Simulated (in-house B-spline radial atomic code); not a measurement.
## RPA and G0W0 on PBEsol: Rb8+

Configuration [Ar] 3d10 4s1, highest spin, mean-field start PBEsol. Computed with a B-spline radial code for spherical atoms: all electrons, scalar-relativistic (spin-free one-electron X2C), finite nucleus, each spin shell either full or empty, empty states to l = 9 with an (l + 1/2)⁻⁴ tail; G0W0 by contour deformation at full frequency.

Command:
```bash
python run_gw.py task.json out
```
Settings (radii: box in bohr, nucleus in fm):
```
Z                        37
electrons                29
configuration            [Ar] 3d10 4s1
hamiltonian              x2c
method                   pbesol
lmax                     9
rms_radius               4.2036
spin_polarised           True
box_radius               7.7
intervals                66
ion_configuration        [Ar] 3d10
```

Cost of the run: 7.1 s on 1 thread of Arm Neoverse N1, on a shared host.

Energies (hartree):

```json
{"term": "mean-field total", "value": "-2960.14171"}
{"term": "Hartree-Fock functional on these orbitals", "value": "-2960.81888"}
{"term": "direct second order", "value": "-2.4888"}
{"term": "second-order exchange", "value": "0.73504"}
{"term": "SOSEX correction", "value": "0.68779"}
```

(1) What is the RPA correlation energy, and what remains with SOSEX?

Quasi-particle levels (eV):

```
  level  occupied  mean field  Σx - vxc     Σc  QP weight     G0W0
  4s up       yes     -143.84     -5.99      ?          ?        ?
3d down       yes     -234.68    -22.70   3.01      0.964  -254.37
  3d up       yes     -235.09    -22.64   3.02      0.956  -254.72
3p down       yes     -355.63    -35.36   8.42      0.897  -382.57
4s down        no     -141.03     10.89  -2.94      0.965  -133.08
```

G0W0 = mean field + (Σx - vxc) + Σc, with Σc (partial-wave tail included) taken at the quasi-particle energy. Only the outer levels were computed.

(2) Where does G0W0 put 4s up?

(3) What does it cost to remove one electron (to [Ar] 3d10) by differences of total energies, each species on its own start (correlation terms add to the Hartree-Fock functional)?

Results:

(1) RPA gives -2.2272 hartree (-2.09 eV per electron); RPA + SOSEX gives -1.5394, and the second-order doubles -1.7538 hartree (no singles). SOSEX takes back 31 % of the RPA value.

(2) At -151.91 eV, with Σc = -2.08 eV and a quasi-particle weight of 0.979. The tabulated removal energy is 150.628 ± 0.025 eV (NIST, measured); the calculation leaves out spin-orbit coupling, Breit and QED terms, and what these don't explain is the method's own error.

(3) PBEsol 151.91 eV, Hartree-Fock functional 149.41 eV, + RPA 151.42 eV, + RPA + SOSEX 150.57 eV, + second order 150.97 eV. Tabulated: 150.628 ± 0.025 eV (NIST, measured); the calculation leaves out spin-orbit coupling, Breit and QED terms, and what these don't explain is the method's own error.
